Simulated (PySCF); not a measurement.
## Cost of excited-state runs on `C=[P@]1(P)CC=C(C)C1`, C₆H₁₂P₂

Cartesian coordinates in Å; atom numbers follow the order of the lines, from 1:
```xyz
20

C    -1.777   -1.813    0.203
P    -1.177   -0.214    0.201
P    -2.368    1.088    1.458
C    -0.640    0.997   -1.175
C     0.833    0.787   -1.254
C     1.425    0.190   -0.227
C     2.884   -0.101   -0.111
C     0.526   -0.221    0.904
H    -1.122   -2.477   -0.357
H    -2.802   -1.862   -0.161
H    -3.466    0.971    0.608
H    -2.775    0.013    2.238
H    -1.144    0.784   -2.122
H    -0.887    2.023   -0.880
H     1.369    1.118   -2.132
H     3.291    0.365    0.787
H     3.049   -1.175   -0.029
H     3.425    0.272   -0.977
H     0.756   -1.220    1.284
H     0.594    0.485    1.741
```

PySCF with density fitting, on 1 thread of an Intel Xeon, shared host. Command: `OMP_NUM_THREADS=1 python excited_run.py task.json out`

(1) How long does each of these runs take, and how much memory?
- magnetisability and related constants, B3LYP/pcSseg-1; isotopologues
- magnetisability and related constants, OLYP/pcseg-1; grid level 4; fitting basis def2-universal-jkfit

Results:

(1) 
```csv
run,level,basis functions,wall time,peak memory (GiB)
magnetisability and related constants,B3LYP/pcSseg-1,210,51 s,1.1
magnetisability and related constants,OLYP/pcseg-1,180,93 s,0.75
```
Times from a shared host are rough.
